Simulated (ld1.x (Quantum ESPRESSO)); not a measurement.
# Fe: one change to a TM potential, before and after

| Property | Result |
| --- | --- |
| Element | Fe (Z = 26) |
| Generator | ld1.x (Quantum ESPRESSO) 7.5 |
| Type | norm-conserving Troullier–Martins (Kleinman–Bylander form) |
| Functional | BLYP |
| Relativity | scalar-relativistic |
| Frozen core | [Ne] 3s2 |
| Valence charge | 14 |
| Reference configuration | 3p6 3d6 4s1 4p0 (charge +1) |
| Partial waves | 3p (bound): rc 1.35 bohr; 3d (bound): rc 1.30 bohr; 4s (bound): rc 2.45 bohr |
| Local potential | the s channel |
| Core correction | none |

All-electron outer shells of the reference configuration (BLYP, scalar-relativistic, ld1.x):

| shell | level (eV) | outermost node (bohr) | outermost maximum (bohr) |
| --- | --- | --- | --- |
| 3s | -102.32 | 0.33 | 0.70 |
| 3p | -68.44 | 0.30 | 0.72 |
| 3d | -15.91 | – | 0.71 |
| 4s | -12.41 | 1.00 | 2.29 |
| 4p | -7.41 | 1.09 | 2.83 |

Change: core correction a·sin(br)/r model core inside 0.72 bohr.

Cutoffs: the cutoffs (Ry, on a coarse ladder) from which the occupation-weighted sum of valence levels, in a spherical-Bessel basis at the reference potential, stays within 10 and 1 mRy of its value at 400 Ry; they do not see the model core or the augmentation charge, which bear on the density cutoff. Errors are all-electron minus pseudo energies relative to the spin-unpolarised reference configuration.

**Question.** Predict the effect on cutoff, ghosts and configuration errors.

**Answer.** The potential gets neither clearly harder nor softer (140 Ry and 200 Ry → 140 Ry and 200 Ry); of the 7 tests that both files solve, the error grows in 3 and shrinks in 0 by more than 15 % and 0.3 meV (median size 243.5 → 275.3 meV); neither file shows a bound ghost at the reference potential, the only one tested. A model core, the more so a compact one, raises the density cutoff, which this test does not measure.

```csv
quantity,base,changed
"cutoff, loose",140 Ry,140 Ry
"cutoff, tight",200 Ry,200 Ry
bound ghosts,none,none
"error for 3p6 3d6 4s2 4p0, meV [ΔE -8.73 eV]",-1.3,-3.2
"error for 3p6 3d6 4s0 4p0, meV [ΔE 16.38 eV]",-8.4,-14
"error for 3p6 3d5 4s0 4p0, meV [ΔE 50.61 eV]",-244,-275
"error for 3p6 3d4 4s0 4p0, meV [ΔE 103.67 eV]",-1068,-1175
"error for 3p5 3d6 4s2 4p0, meV [ΔE 58.75 eV]",-576,-593
"error for 3p6 3d6 4s1.5 4p0, meV [ΔE -5.26 eV]",-0.2,-0.8
"error for 3p6 3d5 4s2 4p0, meV [ΔE 5.38 eV]",-286,-295
s: phases at 2.65 bohr within 0.05 rad from the reference energy up to (Ry; the scan ends near 5),1.9,1.9
p: phases at 2.65 bohr within 0.05 rad from the reference energy up to (Ry; the scan ends near 5),-1.5,-1.5
d: phases at 2.65 bohr within 0.05 rad from the reference energy up to (Ry; the scan ends near 5),-0.1,-0.1
```

Base: These tests converged, but a pseudo level misses the all-electron one widely, so the file describes the atom poorly there or has found another state: 3p6 3d5 4s0 4p0: empty 4p by 2.9 eV (a node warning on the way); 3p6 3d4 4s0 4p0: empty 4p by 4.5 eV. Changed file: These tests converged, but a pseudo level misses the all-electron one widely, so the file describes the atom poorly there or has found another state: 3p6 3d5 4s0 4p0: empty 4p by 2.9 eV; 3p6 3d4 4s0 4p0: empty 4p by 4.5 eV (a node warning on the way).
